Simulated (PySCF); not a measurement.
Si(GeH3)(OH)3 (GeH₆O₃Si), SMILES O[Si](O)(O)[GeH3].

Geometry optimised at PBE-D3(BJ)/def2-SVP. Other conformers were not sampled.

Level of theory: TDDFT-PBE/def2-SVPD run with PySCF.

Vertical excitations. Isolated molecule, no solvent.

Q: Give excitation energies, oscillator strengths and character. (Estimate from the structure and the level; the computed values follow.)

A: 
```
state  energy (eV)  λ (nm)      f                                            main pairs
-----  -----------  ------  -----  ----------------------------------------------------
S1            5.99     207  0.127                                        HOMO→LUMO 98 %
S2            6.58     188  0.038                                      HOMO→LUMO+1 79 %
S3            6.65     186  0.010  HOMO−1→LUMO 52 %, HOMO→LUMO+2 33 %, HOMO→LUMO+1 12 %
S4            6.68     186  0.035                    HOMO→LUMO+2 50 %, HOMO−1→LUMO 43 %
S5            7.00     177  0.006                                      HOMO−2→LUMO 95 %
S6            7.13     174  0.015                                    HOMO−1→LUMO+1 94 %
S7            7.16     173  0.006                                      HOMO→LUMO+3 90 %
S8            7.26     171  0.023                                      HOMO−3→LUMO 83 %
S9            7.31     170  0.008                                    HOMO−1→LUMO+2 75 %
S10           7.36     168  0.026                                      HOMO−4→LUMO 88 %
T1            5.72     217      0                                        HOMO→LUMO 98 %
T2            5.94     209      0                                      HOMO→LUMO+1 94 %
T3            6.14     202      0                                      HOMO→LUMO+2 94 %
T4            6.48     191      0                                      HOMO−1→LUMO 98 %
```
Triplets are in the Tamm–Dancoff approximation, which puts them higher than full response would, so one can lie above its singlet here.
